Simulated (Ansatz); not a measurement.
`B[SiH](F)OC` → `BOC` + `F[SiH]` at 298.15 K and 1 bar (silylene formation by 1,1-elimination).

Program: Ansatz. Geometries: PBE0-D4/def2-TZVP. ΔE: electronic, gas phase. CBS: MP2 limit from def2 TZ/QZ plus the TZ coupled-cluster correction, frozen cores. This one scheme is used for every species. Each species was taken in one conformer, which may not be the lowest.

| species | CCSD(T)/CBS energy (Eh) | H − E (kJ/mol) | S (J/(mol·K)) |
| --- | --- | --- | --- |
| `B[SiH](F)OC` | -530.56175 | 218.5 | 365.0 |
| `BOC` | -141.04597 | 181.1 | 267.5 |
| `F[SiH]` | -389.46371 | 32.3 | 239.1 |

H − E and S are ideal-gas, rigid-rotor, harmonic terms from PBE0-D4/def2-TZVP, for one conformer and one mirror image of each species. 1 Eh = 2625.50 kJ/mol, R = 8.31446 J/(mol·K).

**Question.** By hand: ΔE, ΔH, ΔS and ΔG.

**Answer.** ΔE = (-141.04597) + (-389.46371) − (-530.56175) = 0.05207 Eh = 136.7 kJ/mol. Δ(H − E) = 181.1 + 32.3 − 218.5 = -5.1, so ΔH = 131.6 kJ/mol. ΔS = 267.5 + 239.1 − 365.0 = 141.6 J/(mol·K). ΔG = 131.6 − 298.15 × (141.6)/1000 = 89.4 kJ/mol.

**Question.** By hand: the equilibrium constant, and the temperature at which ΔG would vanish if ΔH and ΔS stayed fixed.

**Answer.** log₁₀ K = −ΔG/(RT ln 10) = -15.7. ΔG = 0 at ΔH/ΔS = 929 K.

The number of gas molecules changes by +1, which sets the sign of ΔS. A doubt of 5 kJ/mol in ΔE shifts log₁₀ K by 0.9 here. Other conformers and mirror images would add mixing entropy, several J/(mol·K) or more a flexible species. These are equilibria of isolated gas molecules and say nothing of rates. Largest T1 diagnostic: 0.015 (customary marks: 0.02 for closed shells, 0.045 for open ones).
